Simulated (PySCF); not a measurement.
One molecule, one basis, several functionals.

C4H6BN.
SMILES: `C#C[B@@H-](C)[N+]#C`

PySCF, pcSseg-2 basis, density fitting, gas phase, PBE0-D3(BJ)/def2-SVP geometry. One functional is left out:

| functional | exact exchange (%) | HOMO energy (eV) | LUMO energy (eV) | dipole moment (D) |
| --- | --- | --- | --- | --- |
| B97-D | 0 | -5.65 | -2.37 | 5.716 |
| BLYP | 0 | -5.56 | -2.35 | 5.693 |
| BP86 | 0 | -5.79 | -2.51 | 5.658 |
| LDA | 0 | -5.88 | -2.64 | 5.574 |
| OPBE | 0 | -5.67 | -2.34 | 5.618 |
| PBE | 0 | -5.71 | -2.44 | 5.631 |
| B3LYP | 20 | -6.61 | -1.71 | 6.035 |
| PBE0 | 25 | -6.82 | -1.43 | 6.055 |
| mPW1PW91 | 25 | -6.84 | -1.45 | 6.065 |
| BHandHLYP | 50 | -7.83 | -0.37 | 6.443 |

Task: Predict the row of B97-2 (21 % exact exchange) by straight lines through the other rows, and check it.

Result: 
```tsv
property	line	computed	computed − line	B3LYP (20 %), for comparison
HOMO energy (eV)	-6.62	-6.57	+0.05	-6.61
LUMO energy (eV)	-1.59	-1.50	+0.09	-1.71
dipole moment (D)	5.995	6.033	+0.038	6.035
```
